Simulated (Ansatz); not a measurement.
C2H6SSi can be A, `C[Si]SC`, or B, `[SiH3]CC=S`.

Program: Ansatz. Geometries: PBE0-D4/def2-TZVP. ΔE: electronic, gas phase. CCSD(T)/CBS is the MP2 limit (def2-TZVPP, def2-QZVPP) plus CCSD(T) − MP2 in def2-TZVPP, frozen cores. This one scheme is used for every species. DFT in def2-TZVPP. B3LYP here is the variant with VWN-RPA as its local correlation; programs differ in this. One conformer a species, not always the lowest.

A:

Z-matrix (Å, degrees):
```
C
Si 1 1.903
H 1 1.091 2 116.5
H 1 1.096 2 108.4 3 -123.2
H 1 1.097 2 108.0 3 122.6
S 2 2.108 1 96.6 3 -2.5
C 6 1.812 2 103.4 1 -179.7
H 7 1.091 6 110.3 2 -0.2
H 7 1.090 6 109.0 2 -120.6
H 7 1.090 6 109.1 2 120.2
```

B:

Z-matrix (Å, degrees):
```
Si
C 1 1.901
H 1 1.482 2 109.2
H 1 1.486 2 108.7 3 -120.4
H 1 1.486 2 109.5 3 120.2
C 2 1.471 1 109.3 3 -64.8
H 2 1.095 1 106.6 3 174.6
H 2 1.092 1 107.4 3 56.5
S 6 1.614 2 126.3 1 96.4
H 6 1.094 2 114.7 1 -80.9
```

Q: Which is lower in electronic energy at CCSD(T)/CBS, and by how much? (An estimate is asked.)

A: Ansatz gave: A, by 14.7 kcal/mol.

Q: Give E(B) − E(A) in kcal/mol with B3LYP-D4, ωB97M-V, PBE0-D4, CCSD(T)/def2-TZVPP, MP2/def2-TZVPP, HF/def2-TZVPP, B2PLYP. (Best estimate.)

A: Ansatz gave: B3LYP-D4 14.8, ωB97M-V 16.9, PBE0-D4 17.2, CCSD(T)/def2-TZVPP 13.4, MP2/def2-TZVPP 12.7, HF/def2-TZVPP 11.0, B2PLYP 13.7. None reverses the order clearly.

Largest T1 diagnostic: 0.016.

In def2-TZVPP, CCSD(T) changes the Hartree–Fock value by +2.4 kcal/mol (the triples alone add −0.4 kcal/mol) and MP2 by +1.7 kcal/mol.
